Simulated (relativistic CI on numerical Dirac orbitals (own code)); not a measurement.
How well does a small relativistic CI reproduce Pb3+?

Method of calculation: Dirac-Coulomb-Breit CI, separate exchange-only KLI orbitals for each configuration, model QED (radiative potential, 1s self-energy scaled to tabulated hydrogen-like ionisation energies), valence Slater integrals scaled by 0.85, P86 correlation estimate, and configurations built on the next ion tied to the tabulated ionisation energy (semi-empirical) (own radial code, finite nucleus).

Configurations in the expansion (outside the closed core [Xe] 4f14): 5d¹⁰6s, 5d¹⁰6p, 5d¹⁰6d, 5d¹⁰7s, 5d¹⁰5f, 5d¹⁰6f, 5d⁹6s², 5d⁸6s6p², 5d⁹6s6p, 5d⁹6s5f, 5d¹⁰7p, 5d⁹6p², 5d⁹6s5g, 5d¹⁰8s, 5d¹⁰7d, 5d⁸6s²6p, 5d¹⁰8p, 5d¹⁰5g, 5d¹⁰8d, 5d¹⁰7f, 5d⁸6s6d², 5d⁹6p6d, 5d⁹6s7p, 5d⁹6s7s. Levels of other configurations are missing.

```
Configuration  Term (tabulated)    J  Measured (cm⁻¹)  Computed  Error  Purity (%)
       5d¹⁰6s                2S  1/2              0.0         0      0          99
       5d¹⁰6p               2P°  1/2          76158.0     82016   5858          99
       5d¹⁰6p               2P°  3/2          97219.0    101816   4597          99
       5d⁹6s²                2D  5/2         101252.0    106945   5693          98
       5d⁹6s²                2D  3/2         122568.0    127508   4940          98
       5d¹⁰6d                2D  3/2         184558.8    187229   2671         100
       5d¹⁰7s                2S  1/2         185103.0    187604   2501         100
       5d¹⁰6d                2D  5/2         186816.8    189231   2414         100
       5d¹⁰8s                2S  1/2         249634.5    251311   1677         100
       5d¹⁰7d                2D  3/2         250401.6    251840   1438          99
       5d¹⁰7d                2D  5/2         251419.5    252786   1366          99
```

Measured levels from Moore, Atomic Energy Levels, vol. III, NSRDS-NBS 35 (1971 reprint of NBS Circular 467, 1958); pairs were made by configuration, J and term (by order where the table uses no LS term), so strongly mixed levels may be paired wrongly. The analysis dates from before 1960.

Mean error by configuration (cm⁻¹): 5d¹⁰6p 5228; 5d⁹6s² 5317; 5d¹⁰6d 2543; 5d¹⁰7s 2501; 5d¹⁰8s 1677; 5d¹⁰7d 1402. Over the excited levels the mean absolute error is 3316 cm⁻¹ (10 of the 10 excited levels that our extract of the source holds in range could be paired), and the median relative error of those above 1,000 cm⁻¹ is 1.4 %.
